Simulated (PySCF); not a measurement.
Vertical excitations of a molecule C2H4BF3 from TDA-PBE0/def2-SVPD run with PySCF, as energy in eV (oscillator strength): 6.29 (0.000), 7.76 (0.005), 8.12 (0.002), 8.13 (0.141), 8.26 (0.025), 8.38 (0.041), 8.92 (0.025), 8.97 (0.008), 9.31 (0.004), 9.41 (0.017). Lowest triplet (TDA): 5.72 eV. Coordinates come from a B3LYP-D3(BJ)/def2-SVP optimisation. The values are those of a single conformer.

Q: Which molecule gave these data?
(A) C[C@H](F)B(F)F
(B) CB(F)C(F)F
(C) FCB(F)CF

A: C, FCB(F)CF
